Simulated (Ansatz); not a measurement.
Level of theory: B3LYP-D3(BJ)/def2-TZVP (Ansatz, a quantum-chemistry and plane-wave program). No frequencies were computed at this level.

Ansatz 0.2 input:
```yaml
crystal:
  periodic: [false, false, false]
  atoms:
    - { symbol: C, position_ang: [-0.761813, 0.026258, -0.063471] }
    - { symbol: C, position_ang: [0.758763, -0.079184, 0.054328] }
    - { symbol: Si, position_ang: [0.095675, 1.707051, 0.29274] }
    - { symbol: H, position_ang: [-1.328602, -0.474657, 0.712791] }
    - { symbol: H, position_ang: [-1.171764, -0.182323, -1.04479] }
    - { symbol: H, position_ang: [1.125359, -0.645268, 0.902878] }
    - { symbol: H, position_ang: [1.282382, -0.351877, -0.854475] }
basis:
  gaussian: { orbitals: def2-tzvp }
hamiltonian:
  xc: b3lyp
  dispersion: d3bj
relax:
  max_steps: 150
```

Output:

```
Functional definition: B3LYP
797 factors; their error is unknown
mean field evaluation 1: about -10002.8466 eV, gradient 7.3e1 eV
mean field evaluation 2: about -9930.9971 eV, gradient 1.5e2 eV
mean field evaluation 4: about -10015.9857 eV, gradient 7.4e0 eV
mean field evaluation 8: about -10016.1344 eV, gradient 1.3e-1 eV
mean field evaluation 16: about -10016.1464 eV, gradient 4.7e-4 eV
mean field -10016.14643249 eV, -368.0865922060 hartree, gradient 2.7e-5 eV, S^2 0.000000; 0 other end points of the search recorded, 0 dependent functions left out
reference -10016.14665589 eV, -368.0866004158 hartree; 15, 15 occupied and 108, 108 virtual orbitals, 797 factors
relax step   1: F+E_penalty+E_count = -10016.37967580 eV  Δ(F+E_penalty+E_count) = +0.000e0 eV  max|allowed force component| = 6.347e-1 eV/Å  Δτ_max = 0.0000 Å  (30 SCF iters, accepted)
these checks for a lower state are left out or cut short: starts, cluster_reference, orbital_swaps, neighbouring_geometries, increment
797 factors; their error is unknown
mean field -10016.18078596 eV, -368.0878546730 hartree, gradient 1.1e-5 eV, S^2 0.000000; 0 other end points of the search recorded, 0 dependent functions left out
reference -10016.18100717 eV, -368.0878628023 hartree; 15, 15 occupied and 108, 108 virtual orbitals, 797 factors
relax step   2: F+E_penalty+E_count = -10016.41411704 eV  Δ(F+E_penalty+E_count) = -3.444e-2 eV  max|allowed force component| = 3.133e-1 eV/Å  Δτ_max = 0.0488 Å  (30 SCF iters, accepted)
these checks for a lower state are left out or cut short: starts, cluster_reference, orbital_swaps, neighbouring_geometries, increment
797 factors; their error is unknown
mean field evaluation 32: about -10016.1843 eV, gradient 1.0e-5 eV
mean field -10016.18430308 eV, -368.0879839247 hartree, gradient 1.1e-5 eV, S^2 0.000000; 0 other end points of the search recorded, 0 dependent functions left out
reference -10016.18452423 eV, -368.0879920519 hartree; 15, 15 occupied and 108, 108 virtual orbitals, 797 factors
relax step   3: F+E_penalty+E_count = -10016.41796304 eV  Δ(F+E_penalty+E_count) = -3.846e-3 eV  max|allowed force component| = 5.631e-2 eV/Å  Δτ_max = 0.0078 Å  (32 SCF iters, accepted)
these checks for a lower state are left out or cut short: starts, cluster_reference, orbital_swaps, neighbouring_geometries, increment
797 factors; their error is unknown
mean field -10016.18441338 eV, -368.0879879781 hartree, gradient 1.1e-5 eV, S^2 0.000000; 0 other end points of the search recorded, 0 dependent functions left out
reference -10016.18463449 eV, -368.0879961036 hartree; 15, 15 occupied and 108, 108 virtual orbitals, 797 factors
relax step   4: F+E_penalty+E_count = -10016.41816720 eV  Δ(F+E_penalty+E_count) = -2.042e-4 eV  max|allowed force component| = 3.592e-3 eV/Å  Δτ_max = 0.0020 Å  (33 SCF iters, accepted)
797 factors; their error is unknown
mean field evaluation 64: about -10016.1844 eV, gradient 1.3e-5 eV
mean field -10016.18441338 eV, -368.0879879781 hartree, gradient 1.1e-5 eV, S^2 0.000000; 1 other end points of the search recorded, 0 dependent functions left out
reference -10016.18463449 eV, -368.0879961036 hartree; 15, 15 occupied and 108, 108 virtual orbitals, 797 factors
Total energy: -10016.41838831 eV, -368.0965863981 hartree
Atom 0 at    -0.754184    -0.005017    -0.068052 Å, force    -0.002341     0.000055    -0.000232 eV/Å
Atom 1 at     0.747788    -0.109149     0.048464 Å, force     0.002337    -0.000315     0.000172 eV/Å
Atom 2 at     0.092927     1.658739     0.284570 Å, force    -0.000067    -0.001096    -0.000200 eV/Å
Atom 3 at    -1.357856    -0.446150     0.719968 Å, force     0.000442     0.000884    -0.003410 eV/Å
Atom 4 at    -1.200346    -0.151774    -1.047541 Å, force    -0.000136    -0.000238     0.003592 eV/Å
Atom 5 at     1.157075    -0.620536     0.915045 Å, force     0.000189     0.000943    -0.003448 eV/Å
Atom 6 at     1.314595    -0.326112    -0.852453 Å, force    -0.000425    -0.000233     0.003526 eV/Å
Dipole moment:    -0.004315    -0.077033    -0.013215 e Å
```

Cost: very roughly 10 core-seconds.
